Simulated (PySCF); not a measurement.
H3S2, SMILES S[SH2+], charge +1. Geometry optimised at PBE-D3(BJ)/def2-TZVP. The isomer is the one that the SMILES or the coordinates give; other isomers of the formula were not compared.

Level of theory: PBE-D3(BJ)/def2-TZVP in PySCF.

Harmonic wavenumbers (cm⁻¹): 243, 490, 756, 824, 957, 1182, 2501, 2503, 2578. Rotational constants (GHz): 95.42, 6.711, 6.598; symmetry number 1.

Question: Work out the zero-point energy and the ideal-gas rigid-rotor harmonic-oscillator thermochemistry at 298.15 K and 1 atm.

Answer: ZPE = ½ Σ hcν = ½ × 12034 cm⁻¹ = 71.98 kJ/mol. H − E(el) = 84.40 kJ/mol. Entropy in J/(mol K): translation 161.21, rotation 91.45, vibration 12.79, total 265.45. G − E(el) = 5.26 kJ/mol. Cp = 54.32 J/(mol K).
